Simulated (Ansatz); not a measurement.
## Abstraction of H: CHF3S + Sb(CH3)(SiH3) → CSF3 + SbH(CH3)(SiH3)

Species: CHF3S (trifluoromethanethiol) `FC(F)(F)S`, singlet; Sb(CH3)(SiH3), doublet; CSF3 `FC(F)(F)[S]`, doublet; SbH(CH3)(SiH3), singlet. A radical takes H: the energy is the difference in strength between the S–H bond broken and the Sb–H bond made.

Shapes, held fixed at every level: PBE0-D4/def2-TZVP. Programs: Ansatz 0.2.0. The zero-point and thermal change to 298 K, harmonic and unscaled (PBE0-D4/def2-TZVP), is -4.7 kJ/mol.

```json
{"level": "HF/def2-TZVPP", "kind": "Hartree–Fock", "ΔH(298 K) (kJ/mol)": "+84.4", "less CCSD(T)/def2-TZVPP": "-14.1"}
{"level": "B3LYP-D4/def2-TZVPP", "kind": "global hybrid", "ΔH(298 K) (kJ/mol)": "+96.4", "less CCSD(T)/def2-TZVPP": "-2.1"}
{"level": "BHLYP-D4/def2-TZVPP", "kind": "global hybrid", "ΔH(298 K) (kJ/mol)": "+95.4", "less CCSD(T)/def2-TZVPP": "-3.1"}
{"level": "PBE0-D4/def2-TZVPP", "kind": "global hybrid", "ΔH(298 K) (kJ/mol)": "+102.7", "less CCSD(T)/def2-TZVPP": "+4.2"}
{"level": "wB97X-V/def2-TZVPP", "kind": "range-separated hybrid", "ΔH(298 K) (kJ/mol)": "+99.5", "less CCSD(T)/def2-TZVPP": "+1.0"}
{"level": "B2PLYP/def2-TZVPP", "kind": "double hybrid", "ΔH(298 K) (kJ/mol)": "+99.9", "less CCSD(T)/def2-TZVPP": "+1.4"}
{"level": "CCSD/def2-TZVPP", "kind": "coupled cluster or CI", "ΔH(298 K) (kJ/mol)": "+97.4", "less CCSD(T)/def2-TZVPP": "-1.1"}
{"level": "CCSD(T)/def2-TZVPP", "kind": "coupled cluster or CI", "ΔH(298 K) (kJ/mol)": "+98.5", "less CCSD(T)/def2-TZVPP": "0.0"}
```

The highest level, CCSD(T)/def2-TZVPP, gives ΔH(298 K) = +98.5 kJ/mol; the levels span +84.4 to +102.7. The column of differences is taken from that level and isn't an error. No measured value is set beside it here. Open shells run unrestricted. For atoms past krypton def2 sets carry core potentials with scalar relativity. Outer-core shells of Sb are correlated, in sets that cover them unevenly.
